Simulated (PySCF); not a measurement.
## Computed properties of ScF3, SMILES [F][Sc]([F])[F]

ScF₃, SMILES [F][Sc]([F])[F]. Geometry optimised at r2SCAN-D4/def2-SVP. The isomer is the one that the SMILES or the coordinates give; other isomers of the formula were not compared. One conformer was computed; it need not be the lowest. All values are computed for the isolated molecule unless a solvent is named; none is compared with measurement here.

**Structure.** The optimised structure has D3h symmetry. All 6 harmonic modes at r2SCAN-D4/def2-SVP (PySCF) are real, so it is a minimum. With heavy atoms numbered as in [Sc:1]([F:2])([F:3])[F:4], the shortest bond between them is Sc1–F2 at 1.828 Å and the longest Sc1–F3 at 1.828 Å.

**Vibrations.** The strongest infrared lines (harmonic, unscaled, degenerate partners summed) lie at 770 cm⁻¹ (482 km/mol, F 58 %, Sc 42 %), 49 cm⁻¹ (111 km/mol, Sc 56 %, F 44 %), 169 cm⁻¹ (28 km/mol, F 86 %, Sc 14 %). The softest mode is at 49 cm⁻¹ and the zero-point energy is 3.7 kcal/mol.

**Electronic structure.** r2SCAN/def2-TZVPD (PySCF) places the frontier levels at -9.69 and -3.08 eV, a gap of 6.61 eV, and gives a dipole moment of 0.00 D and a mean polarisability of 28.9 bohr³.

**Excitations.** TDA-PBE0/def2-SVPD (PySCF) has S1 at 7.03 eV (176 nm, f = 0.000, dark); the most intense of the 10 singlets computed lies at 7.30 eV (f = 0.05). Strengths of degenerate partners are summed. T1 (TDA) is at 7.00 eV, 0.03 eV under S1. No vertical singlet excitation falls in the visible range (under 3.1 eV).

**NMR.** GIAO shifts at B3LYP/pcSseg-2 (PySCF) (non-relativistic, atoms alike by connectivity averaged): ¹⁹F at 197.7 ppm against CFCl3.
